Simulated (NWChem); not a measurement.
System: BCl

```xyz
2

B      0.0000     0.0000    -1.2974
Cl     0.0000     0.0000     0.4362
```
Atoms are numbered in this order, from 1.

All runs: NWChem. Geometry: optimised at PBE-D3(BJ)/def2-SVP. GIAO values for the isolated, static molecule; σ is the absolute isotropic shielding.

### Question
What does the run give for Hartree-Fock/pcSseg-2? Quantities: σ B1 (ppm); σ Cl2 (ppm).

### Answer
* **σ B1 (ppm)**: -27.9
* **σ Cl2 (ppm)**: 319.2
